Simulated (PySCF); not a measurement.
NP, SMILES N#P (connectivity only; charge and spin as stated), charge +1, multiplicity 2.

Geometry: B3LYP-D3(BJ)/def2-TZVPD. The spin state was assumed, not searched.

The numbers are results of B3LYP-D3(BJ)/def2-TZVPD run with PySCF, not measurements.

Frequencies are harmonic and unscaled.

| mode | ν (cm⁻¹) | IR (km/mol) | moving atoms (share of kinetic energy) |
|---|---|---|---|
| 1 | 1370 | 6.1 | N 69 %, P 31 % |
